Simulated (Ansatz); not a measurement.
Relaxation of Zn8S7Cl2 with RKS r2SCAN-D4/def2-SVP.

```sh
$ ansatz run in.yaml --threads 2 --pin off --events-out ev --progress --plain --max-ram 32768MiB --backend cuda --devices 0, --max-vram 18GiB
```

```yaml
crystal:
  periodic: [false, false, false]
  atoms:
    - {symbol: S, position_ang: [-0.287780, -3.612040, -1.672550]}
    - {symbol: Zn, position_ang: [-0.418730, -3.471060, 0.512940]}
    - {symbol: Zn, position_ang: [0.743240, -1.725720, -1.873690]}
    - {symbol: S, position_ang: [-0.608470, 0.482590, -1.378560]}
    - {symbol: S, position_ang: [0.597280, -1.538520, 1.758460]}
    - {symbol: Zn, position_ang: [-0.567480, 0.210890, 1.212910]}
    - {symbol: Zn, position_ang: [-2.648490, 1.135730, -1.860040]}
    - {symbol: S, position_ang: [-4.461040, 2.229540, -1.188780]}
    - {symbol: S, position_ang: [-1.401540, 2.350030, 1.874420]}
    - {symbol: Zn, position_ang: [-3.247140, 2.478370, 0.589310]}
    - {symbol: S, position_ang: [2.746860, -0.526820, -1.422530]}
    - {symbol: Zn, position_ang: [2.651560, -0.954930, 0.859170]}
    - {symbol: Zn, position_ang: [1.812530, 1.490400, -1.396640]}
    - {symbol: S, position_ang: [1.928600, 3.618220, -0.697970]}
    - {symbol: Zn, position_ang: [0.278970, 3.314970, 0.623560]}
    - {symbol: Cl, position_ang: [-1.504320, -4.698160, 1.939330]}
    - {symbol: Cl, position_ang: [4.385950, -0.783500, 2.120660]}
basis:
  gaussian: {orbitals: def2-SVP, fitting: {mean_field: def2-universal-jkfit}}
hamiltonian: {xc: r2scan, dispersion: d4}
scf: {lower_state_search: "off"}
output: {orbitals: {seedname: orbitals}}
relax: {f_tol: 0.03, max_steps: 70}
```

Run time 3.5 min (2 threads of AMD EPYC 7R13 on a shared host and a share (18 GiB) of an NVIDIA H100 80GB HBM3), peak host memory 1 GiB.

Positions (Å) and forces (eV/Å) at steps 1, 2, 3, 4, 5, 6, 7, 8, 9, 10, 11, 12, 13, 14, 15, 16, 17 of 42:

```xyz
17
step=1 energy=-488175.2946 eV
S    -0.288   -3.612   -1.673    0.101    0.147   -0.431
Zn   -0.419   -3.471    0.513   -0.140    0.052    0.342
Zn    0.743   -1.726   -1.874    0.265    0.333    0.689
S    -0.608    0.483   -1.379    0.085   -0.033    0.233
S     0.597   -1.539    1.758   -0.131   -0.148    0.146
Zn   -0.567    0.211    1.213   -0.025    0.246   -0.915
Zn   -2.648    1.136   -1.860    0.004    0.240    0.493
S    -4.461    2.230   -1.189    0.315   -0.176    0.008
S    -1.402    2.350    1.874    0.129    0.092    0.010
Zn   -3.247    2.478    0.589    0.457   -0.162   -0.296
S     2.747   -0.527   -1.423   -0.321   -0.239   -0.503
Zn    2.652   -0.955    0.859    0.038   -0.003    0.148
Zn    1.813    1.490   -1.397   -0.371    0.070    0.419
S     1.929    3.618   -0.698   -0.085   -0.095   -0.015
Zn    0.279    3.315    0.624   -0.375   -0.594   -0.124
Cl   -1.504   -4.698    1.939    0.162    0.243   -0.093
Cl    4.386   -0.783    2.121   -0.109    0.028   -0.110
17
step=2 energy=-488175.7134 eV
S    -0.292   -3.559   -1.697    0.047    0.185   -0.220
Zn   -0.445   -3.398    0.495   -0.082   -0.055    0.147
Zn    0.755   -1.676   -1.727    0.251   -0.077    0.242
S    -0.575    0.489   -1.377   -0.025    0.026    0.173
S     0.571   -1.518    1.750   -0.043   -0.010    0.083
Zn   -0.558    0.215    1.069    0.002    0.015   -0.436
Zn   -2.603    1.156   -1.796   -0.213    0.149    0.084
S    -4.423    2.213   -1.174    0.232   -0.119   -0.025
S    -1.385    2.277    1.929   -0.002    0.061   -0.072
Zn   -3.140    2.420    0.551    0.213   -0.012    0.049
S     2.759   -0.528   -1.453   -0.213   -0.124   -0.265
Zn    2.621   -0.939    0.837    0.072   -0.040    0.147
Zn    1.763    1.456   -1.316    0.036    0.107    0.118
S     1.883    3.586   -0.690   -0.140   -0.053    0.042
Zn    0.211    3.144    0.561   -0.133   -0.210   -0.030
Cl   -1.501   -4.588    1.955    0.041    0.123    0.004
Cl    4.358   -0.751    2.082   -0.043    0.034   -0.041
17
step=3 energy=-488175.8223 eV
S    -0.312   -3.503   -1.717   -0.044    0.078    0.010
Zn   -0.490   -3.355    0.490   -0.016   -0.102   -0.031
Zn    0.810   -1.676   -1.640    0.122   -0.154    0.034
S    -0.566    0.503   -1.404   -0.081    0.037   -0.024
S     0.574   -1.508    1.738    0.053    0.068   -0.006
Zn   -0.554    0.188    0.949    0.002   -0.080   -0.059
Zn   -2.598    1.179   -1.796    0.001   -0.008   -0.059
S    -4.387    2.210   -1.151   -0.056    0.039    0.004
S    -1.383    2.197    1.966   -0.023   -0.015    0.020
Zn   -3.082    2.391    0.561    0.022    0.012    0.083
S     2.781   -0.534   -1.477   -0.059    0.016   -0.053
Zn    2.642   -0.942    0.835    0.015   -0.022    0.095
Zn    1.774    1.446   -1.286    0.151    0.040    0.001
S     1.811    3.571   -0.672   -0.037    0.020    0.011
Zn    0.141    3.028    0.535   -0.015   -0.022   -0.018
Cl   -1.537   -4.478    1.999   -0.017    0.065    0.010
Cl    4.377   -0.718    2.068   -0.018    0.028   -0.018
17
step=4 energy=-488175.8572 eV
S    -0.352   -3.476   -1.718   -0.022    0.054    0.040
Zn   -0.524   -3.351    0.491   -0.003   -0.092   -0.024
Zn    0.857   -1.708   -1.595    0.028   -0.110   -0.009
S    -0.561    0.513   -1.449   -0.075    0.053   -0.043
S     0.599   -1.506    1.712    0.068    0.027   -0.018
Zn   -0.556    0.148    0.873   -0.014   -0.037    0.035
Zn   -2.601    1.203   -1.803    0.037   -0.011   -0.033
S    -4.387    2.225   -1.130   -0.009    0.031    0.026
S    -1.385    2.128    1.982   -0.002   -0.050   -0.010
Zn   -3.076    2.367    0.585   -0.053    0.001    0.033
S     2.799   -0.533   -1.481   -0.004    0.022    0.010
Zn    2.676   -0.929    0.846   -0.004   -0.009    0.044
Zn    1.810    1.455   -1.278    0.084    0.024   -0.019
S     1.777    3.575   -0.656   -0.021   -0.008    0.013
Zn    0.108    2.964    0.524    0.019    0.016   -0.026
Cl   -1.597   -4.406    2.029   -0.017    0.061   -0.008
Cl    4.412   -0.670    2.067   -0.013    0.025   -0.010
17
step=5 energy=-488175.8851 eV
S    -0.387   -3.462   -1.748   -0.005   -0.011   -0.040
Zn   -0.560   -3.381    0.449   -0.040   -0.004    0.152
Zn    0.890   -1.743   -1.579    0.042   -0.020    0.023
S    -0.549    0.515   -1.441   -0.048    0.045   -0.035
S     0.658   -1.557    1.677   -0.060    0.071   -0.100
Zn   -0.559    0.086    0.870    0.051   -0.105    0.107
Zn   -2.579    1.231   -1.791    0.011   -0.005   -0.011
S    -4.374    2.239   -1.110    0.002    0.018    0.010
S    -1.384    2.055    1.999    0.016   -0.057   -0.028
Zn   -3.092    2.327    0.629   -0.031   -0.011    0.023
S     2.823   -0.549   -1.500   -0.009   -0.029   -0.005
Zn    2.704   -0.882    0.840    0.036   -0.018    0.035
Zn    1.854    1.444   -1.287    0.045    0.068   -0.003
S     1.771    3.552   -0.631    0.001   -0.045   -0.011
Zn    0.089    2.868    0.494   -0.011    0.016   -0.007
Cl   -1.713   -4.245    2.054    0.011    0.052   -0.090
Cl    4.407   -0.497    2.074   -0.010    0.035   -0.021
17
step=6 energy=-488175.9098 eV
S    -0.403   -3.451   -1.748    0.039    0.026   -0.023
Zn   -0.608   -3.375    0.446   -0.095   -0.048    0.148
Zn    0.922   -1.767   -1.528   -0.022   -0.049    0.004
S    -0.545    0.533   -1.435   -0.004    0.005   -0.005
S     0.716   -1.588    1.629   -0.033   -0.080    0.016
Zn   -0.552    0.025    0.864   -0.027    0.034    0.034
Zn   -2.573    1.255   -1.778    0.003    0.000    0.007
S    -4.370    2.254   -1.089    0.001    0.007    0.017
S    -1.380    1.977    2.003    0.003   -0.036    0.026
Zn   -3.113    2.282    0.673   -0.010   -0.024   -0.011
S     2.852   -0.569   -1.510   -0.007   -0.011    0.002
Zn    2.760   -0.868    0.840    0.136    0.075    0.022
Zn    1.899    1.434   -1.296    0.030    0.027    0.016
S     1.764    3.527   -0.618    0.006   -0.017    0.005
Zn    0.066    2.793    0.464    0.005   -0.010   -0.056
Cl   -1.872   -4.142    2.024    0.086    0.115   -0.135
Cl    4.438   -0.319    2.059   -0.111   -0.014   -0.068
17
step=7 energy=-488175.9342 eV
S    -0.400   -3.458   -1.771    0.032   -0.003   -0.001
Zn   -0.634   -3.371    0.420   -0.130   -0.016    0.152
Zn    0.946   -1.796   -1.515   -0.024   -0.012    0.015
S    -0.532    0.531   -1.411   -0.015    0.012    0.003
S     0.748   -1.630    1.606    0.018   -0.034   -0.034
Zn   -0.551   -0.017    0.883   -0.019    0.005    0.056
Zn   -2.560    1.256   -1.758   -0.009   -0.001    0.015
S    -4.360    2.249   -1.064    0.014   -0.011    0.018
S    -1.368    1.928    2.019   -0.006   -0.014    0.009
Zn   -3.118    2.232    0.709    0.007   -0.018   -0.009
S     2.867   -0.585   -1.533    0.010    0.004    0.025
Zn    2.773   -0.831    0.822    0.127    0.041    0.055
Zn    1.940    1.429   -1.299    0.017    0.020    0.014
S     1.766    3.509   -0.601   -0.001   -0.027    0.007
Zn    0.049    2.731    0.430    0.011   -0.036   -0.061
Cl   -1.976   -3.983    2.007    0.101    0.107   -0.173
Cl    4.411   -0.194    2.056   -0.134   -0.016   -0.092
17
step=8 energy=-488175.9683 eV
S    -0.376   -3.466   -1.788   -0.005   -0.010    0.004
Zn   -0.674   -3.330    0.392   -0.118   -0.055    0.133
Zn    0.966   -1.807   -1.499    0.008   -0.004    0.029
S    -0.531    0.528   -1.370   -0.009    0.005   -0.011
S     0.793   -1.666    1.574   -0.012   -0.012   -0.023
Zn   -0.560   -0.059    0.924    0.010   -0.005    0.094
Zn   -2.559    1.243   -1.736   -0.024   -0.009    0.010
S    -4.360    2.229   -1.037    0.000   -0.016    0.005
S    -1.358    1.899    2.034   -0.008   -0.022    0.018
Zn   -3.120    2.189    0.738    0.015   -0.014    0.012
S     2.890   -0.599   -1.547    0.002    0.008   -0.012
Zn    2.806   -0.819    0.804    0.112    0.068    0.070
Zn    1.976    1.418   -1.303    0.046    0.027    0.026
S     1.768    3.485   -0.590   -0.005   -0.026   -0.001
Zn    0.033    2.661    0.386    0.010   -0.048   -0.064
Cl   -2.084   -3.826    1.966    0.106    0.142   -0.196
Cl    4.391   -0.082    2.052   -0.128   -0.029   -0.094
17
step=9 energy=-488176.0093 eV
S    -0.364   -3.469   -1.806    0.022   -0.011   -0.003
Zn   -0.687   -3.312    0.367   -0.169   -0.024    0.132
Zn    0.988   -1.820   -1.480   -0.010   -0.009    0.022
S    -0.532    0.516   -1.334   -0.005    0.011   -0.005
S     0.824   -1.694    1.552    0.033   -0.032   -0.015
Zn   -0.560   -0.088    0.967   -0.043   -0.011    0.085
Zn   -2.563    1.219   -1.715   -0.008   -0.030    0.013
S    -4.362    2.203   -1.013   -0.009   -0.011    0.013
S    -1.350    1.879    2.049    0.011   -0.022    0.026
Zn   -3.119    2.157    0.762    0.005   -0.019    0.007
S     2.910   -0.608   -1.563    0.002    0.006   -0.008
Zn    2.822   -0.803    0.789    0.100    0.056    0.064
Zn    2.012    1.412   -1.300    0.048    0.027    0.017
S     1.765    3.469   -0.583   -0.003   -0.026    0.001
Zn    0.022    2.603    0.353    0.001   -0.049   -0.065
Cl   -2.177   -3.661    1.913    0.133    0.163   -0.207
Cl    4.369   -0.004    2.042   -0.106   -0.019   -0.078
17
step=10 energy=-488176.0622 eV
S    -0.342   -3.479   -1.823    0.005   -0.022    0.004
Zn   -0.711   -3.279    0.338   -0.129   -0.012    0.096
Zn    1.004   -1.828   -1.470    0.001    0.001    0.036
S    -0.534    0.500   -1.303   -0.023   -0.003   -0.009
S     0.855   -1.716    1.528    0.024   -0.038   -0.019
Zn   -0.577   -0.123    1.006   -0.034   -0.040    0.103
Zn   -2.569    1.187   -1.693   -0.012   -0.030    0.012
S    -4.364    2.178   -0.989   -0.004   -0.020    0.017
S    -1.340    1.859    2.064   -0.004   -0.030    0.021
Zn   -3.117    2.124    0.784    0.007   -0.015    0.015
S     2.926   -0.615   -1.572    0.011    0.012   -0.022
Zn    2.843   -0.793    0.780    0.069    0.056    0.051
Zn    2.045    1.409   -1.300    0.056    0.024    0.025
S     1.760    3.454   -0.575   -0.006   -0.026   -0.002
Zn    0.013    2.550    0.327    0.007   -0.050   -0.059
Cl   -2.249   -3.487    1.865    0.117    0.206   -0.202
Cl    4.355    0.060    2.036   -0.085   -0.013   -0.066
17
step=11 energy=-488176.1280 eV
S    -0.325   -3.487   -1.837    0.019   -0.034   -0.004
Zn   -0.717   -3.258    0.313   -0.099    0.025    0.055
Zn    1.019   -1.834   -1.458   -0.007    0.003    0.031
S    -0.544    0.477   -1.277    0.002   -0.009    0.002
S     0.879   -1.738    1.512    0.071   -0.045   -0.023
Zn   -0.590   -0.159    1.043   -0.099   -0.071    0.093
Zn   -2.578    1.160   -1.678   -0.005   -0.044    0.018
S    -4.368    2.156   -0.970   -0.016   -0.012    0.018
S    -1.336    1.838    2.074    0.012   -0.022    0.032
Zn   -3.116    2.101    0.800    0.003   -0.027    0.012
S     2.941   -0.620   -1.582    0.006    0.014   -0.016
Zn    2.854   -0.784    0.771    0.052    0.032    0.035
Zn    2.073    1.406   -1.294    0.050    0.014    0.018
S     1.753    3.442   -0.569   -0.012   -0.028    0.002
Zn    0.008    2.503    0.311   -0.005   -0.057   -0.051
Cl   -2.297   -3.307    1.814    0.087    0.256   -0.176
Cl    4.343    0.103    2.027   -0.060    0.005   -0.047
17
step=12 energy=-488176.2155 eV
S    -0.304   -3.500   -1.848    0.009   -0.049   -0.001
Zn   -0.723   -3.231    0.290   -0.013    0.049   -0.002
Zn    1.029   -1.838   -1.452    0.001    0.013    0.041
S    -0.550    0.452   -1.253   -0.023   -0.026    0.002
S     0.904   -1.752    1.495    0.059   -0.062   -0.032
Zn   -0.623   -0.202    1.076   -0.118   -0.130    0.111
Zn   -2.585    1.132   -1.661   -0.008   -0.043    0.019
S    -4.370    2.139   -0.955   -0.001   -0.022    0.021
S    -1.332    1.818    2.087   -0.008   -0.030    0.020
Zn   -3.114    2.077    0.815    0.007   -0.025    0.021
S     2.951   -0.623   -1.590    0.019    0.008   -0.030
Zn    2.869   -0.780    0.764    0.032    0.032    0.021
Zn    2.096    1.404   -1.291    0.048    0.012    0.023
S     1.742    3.429   -0.562   -0.018   -0.024    0.003
Zn    0.002    2.459    0.299    0.002   -0.065   -0.034
Cl   -2.329   -3.123    1.765    0.051    0.349   -0.149
Cl    4.336    0.138    2.021   -0.039    0.016   -0.036
17
step=13 energy=-488176.3321 eV
S    -0.287   -3.513   -1.856    0.012   -0.059   -0.005
Zn   -0.719   -3.209    0.271    0.073    0.062   -0.055
Zn    1.037   -1.839   -1.446   -0.002    0.017    0.039
S    -0.563    0.425   -1.230   -0.003   -0.045    0.009
S     0.924   -1.767    1.480    0.095   -0.073   -0.038
Zn   -0.659   -0.251    1.109   -0.203   -0.190    0.119
Zn   -2.592    1.111   -1.649   -0.003   -0.052    0.021
S    -4.371    2.126   -0.942   -0.015   -0.015    0.020
S    -1.332    1.794    2.096    0.000   -0.028    0.032
Zn   -3.114    2.060    0.826    0.008   -0.033    0.021
S     2.961   -0.626   -1.598    0.015    0.008   -0.028
Zn    2.878   -0.775    0.757    0.023    0.016    0.009
Zn    2.115    1.402   -1.286    0.043    0.005    0.020
S     1.731    3.419   -0.556   -0.028   -0.033    0.008
Zn   -0.001    2.418    0.295   -0.005   -0.081   -0.020
Cl   -2.341   -2.937    1.715    0.018    0.470   -0.121
Cl    4.331    0.163    2.014   -0.027    0.028   -0.028
17
step=14 energy=-488176.4885 eV
S    -0.271   -3.526   -1.863    0.003   -0.072   -0.002
Zn   -0.710   -3.187    0.255    0.190    0.068   -0.111
Zn    1.044   -1.840   -1.443   -0.002    0.028    0.042
S    -0.572    0.397   -1.207   -0.015   -0.059    0.012
S     0.943   -1.778    1.466    0.092   -0.091   -0.046
Zn   -0.708   -0.306    1.142   -0.274   -0.259    0.133
Zn   -2.597    1.091   -1.638    0.001   -0.054    0.025
S    -4.372    2.115   -0.932   -0.002   -0.021    0.022
S    -1.333    1.771    2.106   -0.010   -0.031    0.025
Zn   -3.114    2.043    0.836    0.013   -0.035    0.025
S     2.969   -0.628   -1.606    0.023    0.000   -0.037
Zn    2.889   -0.773    0.750    0.017    0.013   -0.001
Zn    2.130    1.400   -1.282    0.035    0.003    0.022
S     1.719    3.407   -0.549   -0.036   -0.033    0.011
Zn   -0.004    2.378    0.294   -0.005   -0.099    0.000
Cl   -2.341   -2.748    1.664   -0.013    0.608   -0.093
Cl    4.328    0.184    2.008   -0.017    0.034   -0.024
17
step=15 energy=-488176.6730 eV
S    -0.257   -3.541   -1.866   -0.002   -0.071    0.004
Zn   -0.696   -3.163    0.242    0.295    0.053   -0.155
Zn    1.049   -1.839   -1.441   -0.013    0.031    0.035
S    -0.583    0.368   -1.186    0.001   -0.070    0.011
S     0.961   -1.787    1.451    0.083   -0.099   -0.039
Zn   -0.756   -0.359    1.176   -0.330   -0.278    0.127
Zn   -2.601    1.071   -1.627    0.004   -0.059    0.026
S    -4.372    2.105   -0.923   -0.005   -0.020    0.021
S    -1.336    1.748    2.116    0.000   -0.026    0.029
Zn   -3.113    2.027    0.846    0.014   -0.037    0.025
S     2.977   -0.630   -1.615    0.023   -0.002   -0.037
Zn    2.898   -0.770    0.742    0.021    0.009   -0.014
Zn    2.143    1.397   -1.278    0.028   -0.001    0.020
S     1.705    3.394   -0.542   -0.042   -0.042    0.016
Zn   -0.007    2.337    0.297   -0.008   -0.109    0.016
Cl   -2.337   -2.562    1.606   -0.054    0.684   -0.059
Cl    4.325    0.203    2.001   -0.015    0.037   -0.024
17
step=16 energy=-488176.8391 eV
S    -0.243   -3.557   -1.862    0.005   -0.047    0.015
Zn   -0.684   -3.127    0.234    0.314    0.028   -0.161
Zn    1.054   -1.837   -1.441   -0.028    0.010    0.010
S    -0.592    0.332   -1.166    0.024   -0.048    0.000
S     0.981   -1.792    1.437   -0.006   -0.091    0.008
Zn   -0.786   -0.388    1.210   -0.298   -0.228    0.089
Zn   -2.605    1.045   -1.613   -0.003   -0.061    0.028
S    -4.371    2.090   -0.910    0.007   -0.027    0.026
S    -1.339    1.731    2.135    0.024   -0.003    0.024
Zn   -3.111    2.006    0.859    0.005   -0.036    0.019
S     2.987   -0.634   -1.627    0.023   -0.006   -0.030
Zn    2.912   -0.769    0.731    0.036    0.017   -0.030
Zn    2.157    1.391   -1.273    0.022   -0.001    0.015
S     1.688    3.377   -0.533   -0.039   -0.045    0.019
Zn   -0.009    2.288    0.303   -0.008   -0.082    0.025
Cl   -2.361   -2.386    1.527   -0.057    0.588   -0.029
Cl    4.321    0.230    1.990   -0.021    0.033   -0.028
17
step=17 energy=-488176.9482 eV
S    -0.229   -3.575   -1.868    0.007   -0.026   -0.015
Zn   -0.632   -3.101    0.220    0.184    0.073    0.032
Zn    1.053   -1.832   -1.453   -0.010    0.045   -0.055
S    -0.585    0.310   -1.157   -0.020   -0.061    0.005
S     0.973   -1.795    1.445    0.066   -0.015   -0.006
Zn   -0.859   -0.428    1.237    0.155    0.254    0.013
Zn   -2.605    1.012   -1.595    0.022   -0.057    0.020
S    -4.364    2.072   -0.896    0.009   -0.047    0.022
S    -1.331    1.722    2.151   -0.022   -0.015    0.003
Zn   -3.105    1.986    0.874    0.027   -0.017    0.045
S     2.995   -0.638   -1.640   -0.006   -0.040    0.002
Zn    2.912   -0.773    0.718   -0.038   -0.028   -0.016
Zn    2.169    1.387   -1.268    0.015   -0.011    0.006
S     1.672    3.359   -0.522   -0.002    0.000    0.015
Zn   -0.011    2.248    0.312    0.003   -0.077    0.035
Cl   -2.362   -2.200    1.468   -0.360   -0.003   -0.075
Cl    4.310    0.247    1.973   -0.030    0.026   -0.029
```

Single mean-field runs in def2-SVP are fitted with def2-universal-jkfit.
